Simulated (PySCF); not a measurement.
A small calculation by hand: chemical shift, span and skew from a shielding tensor

C₂H₆F₂OSi, SMILES OC[Si@H](F)CF. Atoms are numbered in the order given.

```xyz
12

O     -2.5050     0.2846     0.5603
C     -1.3248    -0.5139     0.4672
Si     0.1324     0.4328    -0.2686
F     -0.0898     0.6929    -1.8673
C      1.7385    -0.5565    -0.0641
F      1.8724    -0.7817     1.3152
H     -2.3264     1.0038     1.1848
H     -1.0310    -0.9569     1.4417
H     -1.5750    -1.3651    -0.1888
H      0.2534     1.7572     0.3935
H      1.7054    -1.5335    -0.5784
H      2.6339    -0.0201    -0.4239
```
Charge 0, spin multiplicity 1.

Geometry: TPSSh-D3(BJ)/def2-SVP. The structure was generated by enumeration; whether it is a known compound was not checked. One conformer was computed; it need not be the lowest.

GIAO shieldings from HF/pcSseg-1 (PySCF), non-relativistic, no solvent. The symmetric part of the tensor of F6 has the principal values 454.1, 503.1, 566.0 ppm. The same nucleus in CFCl3 has σ = 238.5 ppm at this level (PySCF, at its B3LYP-D3(BJ)/def2-TZVP geometry).

**Question.** Work out the isotropic shielding, the ¹⁹F shift against CFCl3, the span and the skew.

**Answer.** 
σ(iso) = (σ11 + σ22 + σ33)/3 = 507.7 ppm. δ = σ(ref) − σ(iso) = 238.5 − (507.7) = -269.2 ppm.
Span Ω = σ33 − σ11 = 111.9 ppm. Skew κ = 3(σ(iso) − σ22)/Ω = 0.12. Tumbling in solution averages the tensor to δ; in a static solid the shielding alone would spread this spin-1/2 line over Ω.
